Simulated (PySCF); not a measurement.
**NMR data sheet: C$_{6}$H$_{13}$NOSi**

* Formula: C6H13NOSi
* SMILES: C=NC(=C)O[SiH2]C(C)C
* Point group of the computed structure: C1
* Degrees of unsaturation: 2
* Carbon signals: 5
* Proton signals: 7

Molfile (atoms numbered from 1):
```
C6H13NOSi
     RDKit          3D

 22 21  0  0  0  0  0  0  0  0999 V2000
    3.6703    0.9907    0.6311 C   0  0  0  0  0  0  0  0  0  0  0  0
    2.6031    0.6724    0.0507 N   0  0  0  0  0  0  0  0  0  0  0  0
    2.0724   -0.6081    0.0664 C   0  0  0  0  0  0  0  0  0  0  0  0
    2.7905   -1.7262   -0.0589 C   0  0  0  0  0  0  0  0  0  0  0  0
    0.7327   -0.6382    0.1095 O   0  0  0  0  0  0  0  0  0  0  0  0
   -0.2309    0.6881    0.1069 Si  0  0  0  0  0  4  0  0  0  0  0  0
   -1.9696   -0.0812    0.1383 C   0  0  0  0  0  0  0  0  0  0  0  0
   -2.2450   -0.9284   -1.1030 C   0  0  0  0  0  0  0  0  0  0  0  0
   -3.0248    1.0104    0.2710 C   0  0  0  0  0  0  0  0  0  0  0  0
    4.0230    2.0059    0.5214 H   0  0  0  0  0  0  0  0  0  0  0  0
    4.2660    0.3148    1.2488 H   0  0  0  0  0  0  0  0  0  0  0  0
    2.3047   -2.6796   -0.1444 H   0  0  0  0  0  0  0  0  0  0  0  0
    3.8619   -1.6977   -0.1196 H   0  0  0  0  0  0  0  0  0  0  0  0
    0.0192    1.5003    1.3022 H   0  0  0  0  0  0  0  0  0  0  0  0
   -0.0080    1.4898   -1.0957 H   0  0  0  0  0  0  0  0  0  0  0  0
   -2.0571   -0.7365    1.0118 H   0  0  0  0  0  0  0  0  0  0  0  0
   -1.5060   -1.7200   -1.1980 H   0  0  0  0  0  0  0  0  0  0  0  0
   -2.2080   -0.3136   -2.0001 H   0  0  0  0  0  0  0  0  0  0  0  0
   -3.2330   -1.3850   -1.0453 H   0  0  0  0  0  0  0  0  0  0  0  0
   -4.0247    0.5802    0.3140 H   0  0  0  0  0  0  0  0  0  0  0  0
   -2.8651    1.5963    1.1725 H   0  0  0  0  0  0  0  0  0  0  0  0
   -2.9819    1.6848   -0.5810 H   0  0  0  0  0  0  0  0  0  0  0  0
  1  2  2  0
  2  3  1  0
  3  4  2  0
  3  5  1  0
  5  6  1  0
  6  7  1  0
  7  8  1  0
  7  9  1  0
  1 10  1  0
  1 11  1  0
  4 12  1  0
  4 13  1  0
  6 14  1  0
  6 15  1  0
  7 16  1  0
  8 17  1  0
  8 18  1  0
  8 19  1  0
  9 20  1  0
  9 21  1  0
  9 22  1  0
M  END
```

- geometry from GFN2-xTB
- GIAO PBE0/pcSseg-1 shieldings
- program: PySCF 2.14
- no solvent model, relativity neglected, a single conformation, one averaged value for each set of equivalent atoms

Shifts are taken against calculated references (same method and geometry level): TMS for 1H (σ = 31.72 ppm) and 13C (σ = 186.93 ppm) and 29Si (σ = 349.16 ppm); NH3 for 15N (σ = 267.73 ppm); 17O (σ = 336.08 ppm) vs H2O.

```tsv
carbon	δC, type	δH (multiplicity)	HMBC from (2–3 bonds)	span of the C tensor (ppm)
C1	154.3, CH2	H10 7.10 (d); H11 7.91 (d)	–	188
C3	169.5, C	–	H11, H10, H14/H15, H13, H12	179
C4	79.5, CH2	H12 3.94 (m); H13 4.04 (m)	–	131
C7	17.1, CH	1.17 (m)	H14/H15, H17/H18/H19/H20/H21/H22	11
C8/C9	18.8, CH3	1.10 (m)	H14/H15, H16, H17/H18/H19/H20/H21/H22	32
```

Other nuclei:
```tsv
atoms	nucleus	environment	δ (ppm)	σ (ppm)
H14/H15	1H	hydrogen on a silicon bonded to C, O	4.75	26.97
Si6	29Si	silicon bonded to C, O, 2 H	-17.3	366.4
N2	15N	imine nitrogen	392.5	-124.8
O5	17O	oxygen bonded to C, Si	117.4	218.6
```

Carbon types of the structure: 1 × C, 1 × CH, 2 × CH2, 2 × CH3, leaving 2 H on heteroatoms. δC 169.5: alkene carbon bearing oxygen; an sp2 carbon further deshielded by the attached heteroatom. δC 154.3: C=N carbon. δC 79.5: β carbon of an enol-ether or enamine type C=C; the O or N lone pair pushes π density onto this β carbon and shields it. δC 18.8: methyl carbon; saturated and bonded to C and H only. δH 4.04, 3.94: hydrogen on a β carbon of an enol-ether or enamine type C=C; lone-pair donation from O or N shields it, upfield of ordinary alkene protons.

Shifts are as computed. Against solution values, carbons near 30 ppm lie about +3 ppm off and those near 130 ppm about +5 ppm. Of 1211 compounds with measured shifts, 218 miss one by over three times the rms of a fit or turn the order of signals round; such compounds aren't used in these exercises. Experimental scales use liquid or dissolved standards, which lie at an offset from isolated NH3 (liquid NH3: subtract about 20 ppm) and H2O (liquid H2O: subtract about 36 ppm). Unscaled 15N shifts of sp2 nitrogen come out 20 to 40 ppm too high even then. No couplings were computed; multiplicities are counted from neighbouring protons, with m where these are inequivalent, close in shift, in a saturated or five-membered ring or joined by F or P, and br s for small geminal =CH2 splittings.
